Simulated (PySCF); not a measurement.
THF (C4H8O), SMILES C1CCOC1. Atoms are numbered in the order given.

```xyz
13

C     -0.7260    -0.2321     0.9865
C      0.7260     0.2321     0.9865
C      1.1529    -0.1342    -0.4299
O      0.0000     0.0000    -1.2351
C     -1.1529     0.1342    -0.4299
H     -1.3455     0.2427     1.7611
H     -0.7773    -1.3234     1.1340
H      1.3455    -0.2427     1.7611
H      0.7773     1.3234     1.1340
H      1.9508     0.5174    -0.8230
H      1.5242    -1.1772    -0.4719
H     -1.5242     1.1772    -0.4719
H     -1.9508    -0.5174    -0.8230
```

Geometry optimised at PBE0-D3(BJ)/def2-SVP. One conformer was computed; it need not be the lowest.

Computed with CAM-B3LYP/def2-TZVP run with PySCF.

Symmetry labels are those of the subgroup C2 that the program uses (full group C2).

Question: List the valence orbital energies around the gap with their symmetry. (An estimate is asked for; the answer gives what the named calculation found.)

Answer: 
```csv
orbital,symmetry,energy (eV)
HOMO−7,B,-13.63
HOMO−6,A,-13.44
HOMO−5,B,-12.82
HOMO−4,A,-11.53
HOMO−3,B,-11.34
HOMO−2,A,-10.80
HOMO−1,A,-10.36
HOMO,B,-8.49
LUMO,A,1.92
LUMO+1,B,2.77
LUMO+2,B,2.99
LUMO+3,A,3.39
```
